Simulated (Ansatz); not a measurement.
A structure relaxed at PBE0-D4/def2-TZVP, charge 0, multiplicity 1:

Cartesian coordinates in Å:
```
C -1.418 -1.316 -0.171
C -0.821 -0.188 0.638
N 0.379 0.376 0.075
C 0.895 1.445 0.891
In 1.331 -0.163 -1.628
H -0.718 -2.151 -0.269
H -1.690 -0.986 -1.177
H -2.321 -1.692 0.313
H -0.614 -0.550 1.660
H -1.579 0.605 0.759
H 1.805 1.867 0.457
H 1.140 1.101 1.908
H 0.167 2.264 0.999
H 0.725 -1.431 -2.599
H 2.720 0.820 -1.857
```

(1) Give its formula and SMILES.

(2) Point group (tolerance 0.08 Å, 0.16 Å for H)?

(3) Summarise the bond lengths by kind.

Results:

(1) C3H10InN, `CC[N](C)[InH2]`.

(2) Cs.

(3) 1 × C–C 1.511 Å; 8 × C–H 1.092 to 1.104 Å; 2 × C–N 1.440 to 1.441 Å; 1 × In–N 2.024 Å; 2 × H–In 1.708 to 1.717 Å.

Results of the Gaussian-basis code of Ansatz.
